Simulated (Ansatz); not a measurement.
Species: sum formula CaOFH (charge 0, singlet). 
Structure (B3LYP-D3(BJ)/def2-TZVP (Ansatz, a quantum-chemistry and plane-wave program) minimum search):
```xyz
4

Ca     0.1682     0.0397     0.1078
F      0.8960     0.7950    -1.6210
O     -1.1916    -0.8368     1.3266
H     -1.8956    -1.2539     1.8195
```
Charge 0, spin multiplicity 1.

Basis-set convergence of Hartree-Fock and MP2 correlation energies (hartree) with Ansatz. Valence correlation only, unless marked. No spin-orbit coupling. Frozen are the shells of the preceding noble gas and the d and f shells that filled before the atom's block. The outer core of K, Ca and their heavier congeners is not correlated, a term that matters for these elements. No relativistic terms.

```
basis        functions       E(HF)  E(corr, MP2)
-----------  ---------  ----------  ------------
def2-SVPD           81  -851.56024      -0.44296
def2-TZVPPD        133  -851.84502      -0.55147
def2-QZVPPD        235  -851.86837      -0.59709
```

Extrapolating the two largest sets (X = 3 and 4) as X^-3: E(corr) = (64·(-0.59709) - 27·(-0.55147))/37 = -0.6304 Eh, an estimate of the basis-set limit. The largest set recovers 94.7 % of it, the smallest 70.3 %.
